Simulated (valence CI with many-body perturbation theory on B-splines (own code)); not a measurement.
# Energy levels of Eu31+

Calculated by configuration interaction combined with many-body perturbation theory (CI+MBPT): four valence electrons over a frozen Dirac-Fock core [Ar] 3d10, a basis of 11 s, 11 p, 10 d, 8 f, 5 g, 2 h functions for each j, with the one-electron correlation potential Σ1 (screened to all orders), the two-electron term Σ2, the three-electron term Σ3, Breit, model QED; selected single and double excitations, second order for the rest, scaled by the run's own slope (own B-spline code, finite nucleus).

No measured spectrum was set against this ion. As an estimate, large intervals hold to a few tenths of a per cent, small ones and those within an open d or f shell to about a per cent. Among the levels kept, up to 380 cm⁻¹ of a level comes from second order outside the variational space, and about a tenth of that is noise between levels of different J, which matters for small intervals.

Levels 91 to 135 of 185, with energies above the lowest level, (4s^2 4p1/2^2) J=0. "Leading %" is the weight of the configuration and term that name the level; weights of strongly mixed levels are sums over their largest components and can fall short. In the jj column 3d3/2^4 stands for four electrons in 3d with j = 3/2.

```csv
No.,Configuration,Term,J,E (eV),Leading %,Leading jj,Second component
91,4s²4d²,³P,0,330.58,51,4s^2 4d3/2^2 (73 %),23 % 4s²4d² ¹S
92,4s²4d²,³F,3,331.67,52,4s^2 4d3/2 4d5/2 (52 %),18 % 4s²4p4f ³D
93,4s²4d²,¹G,4,333.10,37,4s^2 4d3/2 4d5/2 (26 %),22 % 4s²4p4f ¹G
94,4s²4d²,³P,1,333.65,36,4s^2 4d3/2 4d5/2 (36 %),24 % 4s4p²4d ³P
95,4s²4d²,³P,2,335.44,31,4s^2 4d3/2 4d5/2 (47 %),25 % 4s4p²4d ¹D
96,4s²4d²,³F,4,336.03,55,4s^2 4d5/2^2 (42 %),14 % 4s²4p4f ³F
97,4s4p²4d,³P,2,338.33,18,4s 4p3/2^2 4d5/2 (44 %),16 % 4s²4p4f ¹D
98,4s²4d²,³P,1,339.48,48,4s^2 4d3/2 4d5/2 (48 %),24 % 4s4p²4d ³P
99,4p³4d,³F°,2,340.07,34,4p1/2^2 4p3/2 4d3/2 (87 %),16 % 4p³4d ³D°
100,4s4p²4d,³P,0,340.40,22,4s 4p3/2^2 4d3/2 (38 %),20 % 4s²4d² ³P
101,4s²4p4f,³G,5,341.12,94,4s^2 4p3/2 4f7/2 (94 %),
102,4p³4d,³F°,3,341.96,25,4p1/2^2 4p3/2 4d3/2 (83 %),18 % 4p³4d ³G°
103,4p³4d,³P°,0,342.76,50,4p1/2^2 4p3/2 4d3/2 (91 %),31 % 4p³4d ⁵D°
104,4p³4d,⁵D°,1,344.46,33,4p1/2^2 4p3/2 4d3/2 (90 %),26 % 4p³4d ³P°
105,4s²4p4f,¹F,3,344.78,28,4s^2 4p3/2 4f5/2 (59 %),23 % 4s²4p4f ³F
106,4s²4d²,³P,2,345.25,44,4s^2 4d5/2^2 (55 %),19 % 4s²4d² ¹D
107,4s²4p4f,³F,4,345.78,33,4s^2 4p3/2 4f5/2 (34 %),25 % 4s²4d² ³F
108,4s²4p4f,³D,1,347.32,74,4s^2 4p3/2 4f5/2 (74 %),19 % 4s4p²4d ³D
109,4s²4p4f,³D,2,348.01,51,4s^2 4p3/2 4f5/2 (42 %),12 % 4s²4p4f ³F
110,4s²4p4f,³D,3,349.02,27,4s^2 4p3/2 4f7/2 (54 %),19 % 4s²4p4f ³F
111,4p³4d,³F°,4,349.81,41,4p1/2^2 4p3/2 4d5/2 (90 %),30 % 4p³4d ⁵D°
112,4p³4d,³D°,2,352.94,36,4p1/2^2 4p3/2 4d5/2 (82 %),21 % 4p³4d ⁵D°
113,4s²4d²,¹S,0,354.45,66,4s^2 4d5/2^2 (69 %),13 % 4s4p²4d ¹S
114,4p³4d,³F°,3,355.16,19,4p1/2^2 4p3/2 4d5/2 (66 %),18 % 4p³4d ³D°
115,4s²4p4f,¹G,4,356.22,44,4s^2 4p3/2 4f7/2 (28 %),35 % 4s²4d² ¹G
116,4s²4p4f,¹D,2,356.81,42,4s^2 4p3/2 4f7/2 (44 %),15 % 4s²4d² ¹D
117,4s4p²4f,⁵G°,2,362.47,34,4s 4p1/2^2 4f5/2 (63 %),17 % 4s4p4d² ⁵G°
118,4p³4d,³D°,1,363.22,45,4p1/2^2 4p3/2 4d5/2 (82 %),14 % 4p³4d ³P°
119,4s4p²4f,⁵G°,3,364.71,24,4s 4p1/2^2 4f5/2 (46 %),18 % 4s4p²4f ³F°
120,4s4p²4f,³F°,4,367.37,25,4s 4p1/2^2 4f7/2 (80 %),23 % 4s4p²4f ⁵D°
121,4p³4d,³F°,2,372.44,19,4p1/2 4p3/2^2 4d3/2 (54 %),18 % 4p³4d ⁵D°
122,4p³4d,³G°,3,373.13,16,4p1/2 4p3/2^2 4d3/2 (43 %),10 % 4p³4d ³F°
123,4p³4d,⁵D°,0,373.52,43,4p1/2 4p3/2^2 4d3/2 (71 %),34 % 4p³4d ¹S°
124,4p³4d,³D°,1,373.72,48,4p1/2 4p3/2^2 4d3/2 (77 %),31 % 4p³4d ⁵D°
125,4s4p4d²,⁵G°,2,375.21,54,4s 4p1/2 4d3/2^2 (38 %),9 % 4p³4d ³F°
126,4p³4d,³G°,4,376.30,35,4p1/2 4p3/2^2 4d3/2 (71 %),25 % 4p³4d ¹G°
127,4s4p²4f,³G°,3,377.11,20,4s 4p1/2^2 4f7/2 (21 %),18 % 4p³4d ³F°
128,4s4p4d²,⁵G°,3,377.66,41,4s 4p1/2 4d3/2 4d5/2 (36 %),12 % 4s4p²4f ³D°
129,4p³4d,³F°,4,380.46,30,4s 4p1/2 4d3/2 4d5/2 (42 %),21 % 4s4p4d² ⁵G°
130,4p³4d,³D°,3,381.12,35,4p1/2 4p3/2^2 4d5/2 (69 %),31 % 4p³4d ⁵D°
131,4p³4d,³G°,5,382.53,50,4p1/2 4p3/2^2 4d5/2 (50 %),17 % 4s4p4d² ³G°
132,4s4p4d²,⁵D°,0,383.42,74,4s 4p1/2 4d3/2^2 (60 %),15 % 4s4p4d² ³P°
133,4p³4d,⁵D°,4,383.57,32,4p1/2 4p3/2^2 4d5/2 (76 %),31 % 4p³4d ¹G°
134,4p³4d,³F°,2,384.14,44,4p1/2 4p3/2^2 4d3/2 (74 %),23 % 4p³4d ¹D°
135,4s4p4d²,⁵D°,1,384.75,16,4s 4p1/2 4d3/2 4d5/2 (45 %),13 % 4s4p4d² ⁵F°
```

Where two levels of one J and parity lie close, their mixing, g and order are uncertain.
